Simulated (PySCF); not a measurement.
GeHO, SMILES [OH+]=[Ge] (connectivity only; charge and spin as stated), charge +1, multiplicity 1. The structure is a stationary point at ωB97X-D3(BJ)/def2-TZVP. The isomer is the one that the SMILES or the coordinates give; other isomers of the formula were not compared.

TDA-ωB97X/def2-TZVPD run with PySCF 2.14.0 puts the lowest singlet excitations at 6.56, 6.76, 6.76, 8.03, 8.03, 9.06 eV.

Question: What are the lowest excitation roots from ADC(2)/aug-cc-pVDZ (PySCF 2.14.0)? (Estimate from the structure and the level; the computed values follow.)

Answer: 6.21, 6.21, 6.23, 6.91, 7.75, 7.75 eV. S1 differs by -0.34 eV (second minus first; roots are paired by order, and the bases may differ).
